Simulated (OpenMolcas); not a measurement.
# OpenMolcas run: Si⁺

Input:

```
&GATEWAY
Coord
1

Si 0.0 0.0 0.0
Basis=ANO-RCC-VQZP
Group=XYZ
NoMove
AngMom=0.0 0.0 0.0
AMFI
&SEWARD
&RASSCF
FileOrb=start.orb
Symmetry=2
Spin=2
nActEl=1 0 1
Inactive=3 3
Ras2=0 3
Ras3=6 0
CIRoot=3 3 1
SDav=3
CIMx=300
Iter=120 100
PrWF=0.3
OrbListing=Nothing
MaxOrb=0
Thrs=2.0e-7 1.0e-1 5.0e-4
Atom
>>> COPY $Project.JobIph JOB001
&RASSCF
FileOrb=start.orb
Symmetry=1
Spin=2
nActEl=1 0 1
Inactive=3 3
Ras2=0 3
Ras3=6 0
CIRoot=6 6 1
SDav=6
CIMx=300
Iter=120 100
PrWF=0.3
OrbListing=Nothing
MaxOrb=0
Thrs=2.0e-7 1.0e-1 5.0e-4
Atom
>>> COPY $Project.JobIph JOB002
&RASSI
NrOfJobIphs=2 3 6
1 2 3
1 2 3 4 5 6
IphNames
JOB001
JOB002
EJob
SpinOrbit
DIPRint=1.0
SOCoupling=1000.0
Subsets=2
MEES
Property=10
'ANGMOM' 1 'ANGMOM' 2 'ANGMOM' 3 'MLTPL  1' 1 'MLTPL  1' 2 'MLTPL  1' 3
'AMFI' 1 'AMFI' 2 'AMFI' 3 'MLTPL  2' 6
SOProperty=3
'ANGMOM' 1 'ANGMOM' 2 'ANGMOM' 3
```

Launched by
```bash
OMP_NUM_THREADS=1 MOLCAS_MEM=1689 MOLCAS_PROJECT=a pymolcas a.inp > a.log  # once for each step of the input, in one work folder
```

A driver script runs the steps one by one and writes start.orb anew before each from the orbitals found so far.

Output, cut to the results:

```
--- SEWARD ---
Basis set label: SI.ANO-RCC...6S5P3D2F1G.

      Electronic valence basis set:
      ------------------
      Associated Effective Charge  14.000000 au
      Associated Actual Charge     14.000000 au
      Nuclear Model: Point charge

      Shell  nPrim  nBasis  Cartesian Spherical Contaminant
         s      17       6        X
         p      12       5        X
         d       5       3                 X
         f       4       2                 X
         g       2       1                 X
                  Relativistic Douglas-Kroll-Hess integrals:
                    - DKH order of Hamiltonian: 2
                    - DKH order of Properties : 0
                  Atomic mean-field integrals
--- RASSCF ---
Wave function specifications:
      -----------------------------

      Number of closed shell electrons          12
      Number of electrons in active shells       1
      Max number of holes in RAS1 space          0
      Max nr of electrons in RAS3 space          1
      Number of inactive orbitals                6
      Number of active orbitals                  9
      Number of secondary orbitals              44
      Spin quantum number                      0.5
      State symmetry                             2
Orbital specifications:
      -----------------------

      Symmetry species                           1   2
                                                ag  au
      Frozen orbitals                            0   0
      Inactive orbitals                          3   3
      Active orbitals                            6   3
      RAS1 orbitals                              0   0
      RAS2 orbitals                              0   3
      RAS3 orbitals                              6   0
      Secondary orbitals                        21  23
      Deleted orbitals                           0   0
      Number of basis functions                 30  29
      Number of CSFs                             3
      Number of root(s) required                 3
      Iter CI   SX   CI       RASSCF       Energy    max ROT     max BLB   max BLB  Level Ln srch  Step   QN
          iter iter root      energy       change     param      element    value   shift minimum  type update
 Nr of preliminary CI iterations:   1
 ###############################################################################
 ###############################################################################
 ###                                                                         ###
 ###                                                                         ###
 ###    WARNING: Problems in orbital optimization.                           ###
 ###                                                                         ###
 ###                                                                         ###
 ###############################################################################
 ###############################################################################
  Warning: In symmetry  1, orbital p=   4 has diagonal density matrix element D(p,p) close to zero. D(p,p)=  0.000000E+00
  Warning: In symmetry  1, orbital p=   5 has diagonal density matrix element D(p,p) close to zero. D(p,p)=  0.000000E+00
        ...
  Warning: In symmetry  1, orbital p=   7 has diagonal density matrix element D(p,p) close to zero. D(p,p)=  0.000000E+00
  Warning: In symmetry  1, orbital p=   8 has diagonal density matrix element D(p,p) close to zero. D(p,p)=  0.000000E+00
  Warning: In symmetry  1, orbital p=   9 has diagonal density matrix element D(p,p) close to zero. D(p,p)=  0.000000E+00
        4   1    3    0  -289.17613435   -1.10E-11   1.14E-06    3   9 1  1.30E-06   0.50   0.00    SX    NO
      Convergence after  4 iterations
        5   1    3    0  -289.17613435   -2.84E-12   1.14E-06    3   9 1  7.27E-07   0.50   0.00    SX    NO
      Natural orbitals and occupation numbers for root  1
      sym 1:   0.000000   0.000000   0.000000   0.000000   0.000000   0.000000
      sym 2:   1.000000   0.000000   0.000000
      Natural orbitals and occupation numbers for root  2
      sym 1:   0.000000   0.000000   0.000000   0.000000   0.000000   0.000000
      sym 2:   0.000000   0.000000   1.000000
      Natural orbitals and occupation numbers for root  3
      sym 1:   0.000000   0.000000   0.000000   0.000000   0.000000   0.000000
      sym 2:  -0.000000   1.000000   0.000000
::    RASSCF root number  1 Total energy:   -289.17613435
...
--- RASSI ---
SPIN-FREE ENERGIES:
  (Shifted by EMIN (a.u.) =       -289.1761343471)

 SF State       Relative EMIN(au)   Rel lowest level(eV)    D:o, cm**(-1)      L_eff

     1             0.0000000000        0.0000000000              0.0000         1.0
     2             0.0000000000        0.0000000000              0.0000         1.0
     3             0.0000000000        0.0000000000              0.0000         1.0
     4             0.2940079519        8.0003639379          64527.2869         0.0
     5             0.3331816727        9.0663351862          73124.9248         2.0
     6             0.3331816727        9.0663351862          73124.9248         2.0
     7             0.3331816727        9.0663351862          73124.9248         2.0
     8             0.3331816727        9.0663351862          73124.9248         2.0
     9             0.3331816727        9.0663351862          73124.9248         2.0
     Dipole printing threshold changed to   1.00000000E+00

++ Dipole transition strengths (spin-free states):
   -----------------------------------------------
     for osc. strength at least  1.00000000E+00

  ( Max oscillator strength is only   0.34844217057194088      )
--
Eigenvalues of complex Hamiltonian:
   -----------------------------------
  (Shifted by EMIN (a.u.) =       -289.1761343471)

 SO State       Relative EMIN(au)   Rel lowest level(eV)    D:o, cm**(-1)     J-value

     1            -0.0007659366        0.0000000000              0.0000         0.4
     2            -0.0007659366        0.0000000000              0.0000         0.4
     3             0.0003829683        0.0312632936            252.1555         1.0
     4             0.0003829683        0.0312632936            252.1555         1.0
     5             0.0003829683        0.0312632936            252.1555         1.3
     6             0.0003829683        0.0312632936            252.1555         1.3
...
```

The J values that RASSI prints are effective ones from its own formula and need not be integers or half-integers; the table below assigns J from the states.

Levels above the lowest, from the spin-orbit matrix, grouped by J:

```tsv
Configuration	Term	J	E (cm-1)	Measured (cm-1)	g	Term weight %
3s2 3p	2P*	1/2	0.0	0.0	0.666	100
3s2 3p	2P*	3/2	252	287	1.334	100
3s2 4s	2S	1/2	64695	65500	2.002	100
3s2 3d	2D	3/2	73292	79338	0.800	100
3s2 3d	2D	5/2	73294	79355	1.200	100
```

Against the 4 measured excited levels shown (NIST Handbook of Basic Atomic Spectroscopic Data) the mean absolute deviation is 3200 cm-1; the largest miss in energy is 3s2 3d 2D 5/2: computed 73294, measured 79355 cm-1 (-7.6 %), and the largest in proportion 3s2 3p 2P* 3/2 (-12.2 %).

ANO sets are built for valence states and can reach diffuse excited orbitals poorly, and with the s shell closed the s pⁿ⁺¹ terms that mix with these levels are absent. With one active electron the reference holds no correlation, so core polarisation is missing. Measured partners are found by configuration, term and J. A level has none where our copy of the source lacks it or the pairing is in doubt (some pairs that miss far off the trend of their configuration count as doubtful), and it then counts in no deviation. Only configurations of the active space appear.

The term weight is that of the spin-free term in the level, not the purity of its configuration. * marks odd parity.
